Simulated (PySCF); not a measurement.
Compound: C₆H₁₃Al.
Z-matrix (Å and degrees, PBE0-D3(BJ)/def2-SVP geometry), rows numbered from 1:
```
C 
C   1  1.5229
C   2  1.5275  1  114.15
C   3  1.5428  2  114.92  1    71.52
C   4  1.5361  3  111.63  2  -167.28
C   5  1.5414  4  111.02  3    53.09
Al  6  1.9667  5  100.33  4   -36.53
H   1  1.1016  2  111.94  3   -59.11
H   1  1.1055  2  111.07  3    61.05
H   1  1.1010  2  111.97  3  -179.44
H   2  1.1032  1  108.66  3  -121.98
H   2  1.1073  1  108.93  3   123.54
H   3  1.1107  2  108.11  1  -169.23
H   4  1.1056  3  111.33  2    68.86
H   4  1.1063  3  109.45  2   -47.58
H   5  1.1059  4  108.39  3   -66.88
H   5  1.1040  4  110.05  3   177.94
H   6  1.1080  5  109.97  4    78.04
H   6  1.1012  5  113.05  4  -163.93
H   7  1.5949  3  131.48  2   -41.86
```

All values: B3LYP/def2-SVPD (PySCF, non-relativistic), on one gas-phase PBE0-D3(BJ)/def2-SVP geometry that isn't relaxed in the solvent. The solvent is an IEF-PCM continuum (Bondi radii, 1.10 Å for H, scaled by 1.2). Only the electrostatic response of the medium enters.

Gas phase at B3LYP/def2-SVPD: HOMO -6.50 eV, LUMO -1.18 eV, dipole 0.23 D.

Q: What does the continuum do to the energy, the frontier levels and the dipole at B3LYP/def2-SVPD in acetonitrile and water?

A: 
```csv
solvent,ε,E(solvent) − E(gas) (kcal/mol),polarisation term (kcal/mol),distortion of the solute (kcal/mol),HOMO (eV),LUMO (eV),dipole (D)
acetonitrile,35.69,-3.07,-3.57,0.50,-6.27,-0.72,0.17
water,78.36,-3.16,-3.69,0.53,-6.27,-0.71,0.17
```

Polarisation term: ½ Σ q·V over the induced surface charges. Distortion: the rise of the solute's own energy as its density leaves the gas-phase optimum. From acetonitrile to water the lowering changes by a factor 1.03, Onsager's factor (ε − 1)/(2ε + 1) by 1.02 and ε itself by 2.2.

Q: How does the static polarisability (B3LYP/def2-SVPD, frozen core, with the continuum's full static response) change?

A: 
```tsv
medium	isotropic (au)	principal values (au)	⟨r²⟩ of the electrons (bohr²)
gas	98.8	84.9, 104.2, 107.3	1067.8
acetonitrile	138.1	123.4, 140.9, 150.2	1069.5
water	139.5	124.9, 141.9, 151.7	1069.6
```

The isotropic value in water is 1.41 times the gas-phase one; no cavity-field correction is applied. ⟨r²⟩ is taken about the centre of nuclear charge.
